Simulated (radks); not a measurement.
Results of a calculation; reference values are marked as such.
Q: Ni I, configuration [Ne] 3s2 3p4 3d8 4s2 5s2 (not the ground configuration). Code: a radial shooting solver on a logarithmic mesh with Libxc functionals. Model: scalar-relativistic Kohn-Sham, PBEsol, spin-polarised, spherical densities, finite nucleus; open shells are filled with parallel spins first; Fermi nuclear charge, rms radius 3.7757 fm. Some entries of the table are withheld. Estimate them.

orbital,occ.,eigenvalue (eV),<r^2> (bohr^2)
1s up,1,-8241.358,0.003939
1s down,1,-8240.185,0.003938
2s up,1,-1012.622,0.07089
2s down,1,-1010.346,0.07070
2p up,3,-876.6316,0.05688
2p down,3,-874.2885,0.05673
3s up,1,-140.3454,0.6082
3s down,1,-134.3912,0.6172
3p up,3,-100.3364,0.6685
3p down,1,-94.5619,0.6846
3d up,5,-35.7632,0.8923
3d down,3,-30.7038,0.9748
4s up,1,-16.9149,(1)
4s down,1,-16.2149,(2)
4p up,0,(3),7.956
4p down,0,(4),8.374
5s up,1,-2.6404,39.90
5s down,1,-2.5531,41.43
4d up,0,(5),35.06
4d down,0,(6),37.35

A: 
(1) 4s up <r^2> (bohr^2): 5.294
(2) 4s down <r^2> (bohr^2): 5.534
(3) 4p up eigenvalue (eV): -9.2356
(4) 4p down eigenvalue (eV): -8.8177
(5) 4d up eigenvalue (eV): -1.3494
(6) 4d down eigenvalue (eV): -1.2777
